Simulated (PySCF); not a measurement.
C2H6Si (SMILES C[Si]C), singlet, geometry from GFN2-xTB; BLYP/3-21G run with PySCF.

Here is a job for PySCF.
```python
from pyscf import gto, scf, dft

mol = gto.Mole()
mol.atom = '''
    Si   -0.25781853    0.11561357    0.69927516
    C     0.74714689    1.26727629   -0.47256628
    H     0.92573921    2.24312512   -0.02482989
    H     0.22513318    1.43369211   -1.41547096
    H     1.72091760    0.83786826   -0.71036843
    C    -0.40578857   -1.42035160   -0.45329187
    H     0.57448304   -1.79226401   -0.75330936
    H    -0.95623279   -1.18077588   -1.36366825
    H    -0.92873070   -2.24178365    0.03294363
'''
mol.basis = '3-21g'
mol.verbose = 4
mol.build()

mf = dft.RKS(mol)
mf.xc = 'blyp'
mf.kernel()
mf.analyze()
```

It wrote (shortened):

```
PySCF version 2.14.0

[INPUT] verbose = 4
[INPUT] num. atoms = 9
[INPUT] num. electrons = 32
[INPUT] charge = 0
[INPUT] spin (= nelec alpha-beta = 2S) = 0
[INPUT] symmetry False subgroup None
[INPUT] Mole.unit = angstrom
[INPUT] Symbol           X                Y                Z      unit          X                Y                Z       unit  Magmom
[INPUT]  1 Si    -0.257818530000   0.115613570000   0.699275160000 AA   -0.487206411538   0.218477983583   1.321438538111 Bohr   0.0
[INPUT]  2 C      0.747146890000   1.267276290000  -0.472566280000 AA    1.411902996921   2.394805112255  -0.893020844905 Bohr   0.0
[INPUT]  3 H      0.925739210000   2.243125120000  -0.024829890000 AA    1.749393569671   4.238892139932  -0.046921691803 Bohr   0.0
[INPUT]  4 H      0.225133180000   1.433692110000  -1.415470960000 AA    0.425440051752   2.709285434850  -2.674852451675 Bohr   0.0
[INPUT]  5 H      1.720917600000   0.837868260000  -0.710368430000 AA    3.252062946944   1.583341539866  -1.342401780237 Bohr   0.0
[INPUT]  6 C     -0.405788570000  -1.420351600000  -0.453291870000 AA   -0.766829261779  -2.684075524588  -0.856597488792 Bohr   0.0
[INPUT]  7 H      0.574483040000  -1.792264010000  -0.753309360000 AA    1.085615608808  -3.386888121815  -1.423548377471 Bohr   0.0
[INPUT]  8 H     -0.956232790000  -1.180775880000  -1.363668250000 AA   -1.807018084429  -2.231343027692  -2.576959517265 Bohr   0.0
[INPUT]  9 H     -0.928730700000  -2.241783650000   0.032943630000 AA   -1.755046666476  -4.236357129028   0.062254438249 Bohr   0.0

nuclear repulsion = 96.5074598286283
number of shells = 29
number of NR pGTOs = 75
number of NR cGTOs = 43
basis = 3-21g
ecp = {}

******** <class 'pyscf.dft.rks.RKS'> ********
method = RKS
initial guess = minao
damping factor = 0
level_shift factor = 0
DIIS = <class 'pyscf.scf.diis.CDIIS'>
diis_start_cycle = 1
diis_space = 8
diis_damp = 0
SCF conv_tol = 1e-09
SCF conv_tol_grad = None
SCF max_cycles = 50
direct_scf = True
direct_scf_tol = 1e-13
XC library pyscf.dft.libxc version 7.1.2
    S. Lehtola, C. Steigemann, M. J. T. Oliveira, and M. A. L. Marques,  SoftwareX 7, 1–5 (2018)
XC functionals = blyp
    A. D. Becke,  Phys. Rev. A 38, 3098 (1988)
    C. Lee, W. Yang, and R. G. Parr,  Phys. Rev. B 37, 785 (1988)
    B. Miehlich, A. Savin, H. Stoll, and H. Preuss,  Chem. Phys. Lett. 157, 200 (1989)
radial grids:
    Treutler-Ahlrichs [JCP 102, 346 (1995); DOI:10.1063/1.469408] (M4) radial grids

becke partition: Becke, JCP 88, 2547 (1988); DOI:10.1063/1.454033
pruning grids: <function nwchem_prune>
grids dens level: 3
symmetrized grids: False
atomic radii adjust function: <function treutler_atomic_radii_adjust>
small_rho_cutoff = 0
Set gradient conv threshold to 3.16228e-05
Initial guess from minao.
tot grids = 106264
init E= -366.881165078098
  HOMO = -0.223036842617665  LUMO = -0.124760696279059  gap/eV = 2.67423
cycle= 1 E= -367.1511384823  delta_E= -0.27  |g|= 0.59  |ddm|= 2.68
  HOMO = -0.137506124391616  LUMO = -0.0945191640145793  gap/eV = 1.16973
cycle= 2 E= -367.002633219186  delta_E= 0.149  |g|= 0.903  |ddm|= 1.51
  HOMO = -0.158413508732818  LUMO = -0.0977202310556702  gap/eV = 1.65155
cycle= 3 E= -367.240910289811  delta_E= -0.238  |g|= 0.0456  |ddm|= 1.15
  HOMO = -0.167271569014664  LUMO = -0.103529732421825  gap/eV = 1.73450
cycle= 4 E= -367.241792353692  delta_E= -0.000882  |g|= 0.0122  |ddm|= 0.175
  HOMO = -0.164555066756161  LUMO = -0.101090589937829  gap/eV = 1.72696
cycle= 5 E= -367.241859438154  delta_E= -6.71e-05  |g|= 0.00197  |ddm|= 0.0299
  HOMO = -0.164829045687581  LUMO = -0.101495779871808  gap/eV = 1.72339
cycle= 6 E= -367.241861007213  delta_E= -1.57e-06  |g|= 0.00028  |ddm|= 0.00462
  HOMO = -0.164769394280945  LUMO = -0.101450404854172  gap/eV = 1.72300
cycle= 7 E= -367.241861039839  delta_E= -3.26e-08  |g|= 2.32e-05  |ddm|= 0.000774
  HOMO = -0.164775347779943  LUMO = -0.101454287672569  gap/eV = 1.72305
cycle= 8 E= -367.241861040058  delta_E= -2.19e-10  |g|= 2.19e-06  |ddm|= 7.95e-05
  HOMO = -0.164776021467252  LUMO = -0.101454750823014  gap/eV = 1.72306
Extra cycle  E= -367.241861040061  delta_E= -2.84e-12  |g|= 2.19e-06  |ddm|= 5.88e-06
converged SCF energy = -367.241861040061
**** SCF Summaries ****
Total Energy =                        -367.241861040060598
Nuclear Repulsion Energy =              96.507459828628271
One-electron Energy =                 -696.483365417310665
Two-electron Energy =                  232.734044548621824
Two-electron Coulomb Energy =          266.558961438679887
DFT Exchange-Correlation Energy =      -33.824916890058070
HOMO-LUMO gap [eV] =                     1.723059538777275
**** MO energy ****
MO #1   energy= -65.0052765326815  occ= 2
MO #2   energy= -9.83244139102856  occ= 2
MO #3   energy= -9.83230432840753  occ= 2
MO #4   energy= -5.01051201120267  occ= 2
MO #5   energy= -3.43747233606934  occ= 2
MO #6   energy= -3.42882869365291  occ= 2
MO #7   energy= -3.42461094025926  occ= 2
MO #8   energy= -0.629941979498725 occ= 2
MO #9   energy= -0.602417221081214 occ= 2
MO #10  energy= -0.394953299279202 occ= 2
MO #11  energy= -0.360622008259595 occ= 2
MO #12  energy= -0.353526036904797 occ= 2
MO #13  energy= -0.341300322989305 occ= 2
MO #14  energy= -0.335964255983197 occ= 2
MO #15  energy= -0.252207208043269 occ= 2
MO #16  energy= -0.164776021467252 occ= 2
MO #17  energy= -0.101454750823014 occ= 0
MO #18  energy= 0.0535618940128599 occ= 0
MO #19  energy= 0.0821478080546065 occ= 0
MO #20  energy= 0.136499082156287  occ= 0
MO #21  energy= 0.142213853297646  occ= 0
MO #22  energy= 0.153335447719153  occ= 0
MO #23  energy= 0.16756667262725   occ= 0
MO #24  energy= 0.17500556515669   occ= 0
 ** Mulliken pop on meta-lowdin orthogonal AOs  **
 ** Mulliken pop  **
 ** Mulliken atomic charges  **
charge of    0Si =      0.39065
charge of    1C =     -0.51890
charge of    2H =      0.10556
charge of    3H =      0.10841
charge of    4H =      0.10961
charge of    5C =     -0.51890
charge of    6H =      0.10841
charge of    7H =      0.10961
charge of    8H =      0.10556
Dipole moment(X, Y, Z, Debye):  0.54853, -0.24602, -1.48777
```
